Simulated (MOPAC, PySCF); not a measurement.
CH₄B₂O, SMILES `OC1BB1` (H–O–C–B torsion 0°), neutral singlet in the gas phase. 

Cartesian coordinates (Å):
```xyz
8

O     -1.7329    -0.4068     0.0242
C     -0.3741    -0.2928     0.0442
B      0.4746     0.9028    -0.1619
B      1.4687    -0.2090     0.0887
H     -2.1035     0.4666    -0.1573
H     -0.0053    -1.3079     0.2529
H      0.1575     2.0168    -0.3886
H      2.1152    -1.1697     0.2978
```
Charge 0, multiplicity 1.

All levels are single points at this geometry (B3LYP-D3(BJ)/def2-TZVP); Pople sets use spherical d functions. Orbital energies aren't observables, and empty levels follow the basis.

| level | HOMO (eV) | LUMO (eV) | gap (eV) | dipole (D) | vertical IE, Delta-SCF (eV) |
|---|---|---|---|---|---|
| B3LYP-D3(BJ)/def2-TZVP in PySCF | -6.73 | -1.03 | 5.71 | 0.57 | 9.18 |
| B3LYP/6-311+G** in PySCF | -6.78 | -1.10 | 5.68 | 0.42 | – |
| B3LYP/6-31G* in PySCF | -6.39 | -0.57 | 5.81 | 0.73 | 8.96 |
| BP86/6-31G* in PySCF | -5.70 | -1.41 | 4.28 | 1.00 | – |
| SVWN5/6-31G* in PySCF | -5.77 | -1.51 | 4.26 | 1.03 | 9.23 |
| HF/STO-3G in PySCF | -6.57 | 6.41 | 12.98 | 0.77 | – |
| AM1 in MOPAC | -8.24 | 0.86 | 9.10 | 1.82 | – |
| PM3 in MOPAC | -10.21 | -0.33 | 9.88 | 2.02 | – |
| PM6 in MOPAC | -8.69 | -0.33 | 8.37 | 1.55 | – |
